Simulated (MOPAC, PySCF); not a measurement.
[Zn(NH2)2], neutral singlet in the gas phase. 

Cartesian coordinates (Å):
```xyz
7

Zn    -0.0010    -0.0009     0.0085
N     -0.4729    -1.7506    -0.2397
H     -1.2072    -2.0876     0.3986
H      0.3088    -2.4144    -0.1417
N      0.5855     1.7317    -0.0033
H      0.6033     2.1813     0.9228
H      0.0331     2.3573    -0.6072
```
Charge 0, spin multiplicity 1.

All levels are single points at this geometry (BP86-D3(BJ)/def2-SVP); Pople sets use spherical d functions. Orbital energies aren't observables, and empty levels follow the basis.

HF/3-21G in PySCF gives HOMO (eV) = -9.64.

Task: Estimate the HOMO (eV) from each of these levels: PBE-D3(BJ)/def2-TZVP in PySCF; TPSSh-D3(BJ)/def2-TZVP in PySCF; B3LYP/3-21G in PySCF; B3LYP/LANL2DZ in PySCF; BP86/6-31G* (LANL2DZ on Zn) in PySCF; PM3 in MOPAC; PM6 in MOPAC; PM7 in MOPAC.

Result: 
```csv
level,HOMO (eV)
PBE-D3(BJ)/def2-TZVP in PySCF,-5.53
TPSSh-D3(BJ)/def2-TZVP in PySCF,-6.09
B3LYP/3-21G in PySCF,-5.91
B3LYP/LANL2DZ in PySCF,-6.15
BP86/6-31G* (LANL2DZ on Zn) in PySCF,-5.06
PM3 in MOPAC,-9.39
PM6 in MOPAC,-9.37
PM7 in MOPAC,-8.72
```
